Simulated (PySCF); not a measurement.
**Ionisation energy of Xe by level of theory**

Xe [Xe] (1S) → Xe⁺ [Kr] 4d10 5s2 5p5 (2P), as a difference of total energies. All numbers are calculated (PySCF 2.14, scalar relativity by spin-free X2C-1e, in aug-cc-pwCVTZ-DK3). Correlated levels: valence: [Kr] 4d10 frozen. The calculations carry no spin-orbit coupling.

Order these methods by the ionisation energy they give, lowest first.
A. MP2 (valence)
B. UHF
C. SCS-MP2 (valence)
D. CCSD (valence)

B (11.449 eV), D (12.194 eV), C (12.231 eV), A (12.299 eV).

A first-order spin-orbit estimate (lowest level to lowest level, LS coupling) adds -0.410 eV.

Errors of the correlated levels include the incompleteness of this basis and the frozen core.

For comparison: 12.130 eV (measured; NIST Atomic Spectra Database, ionization energies).
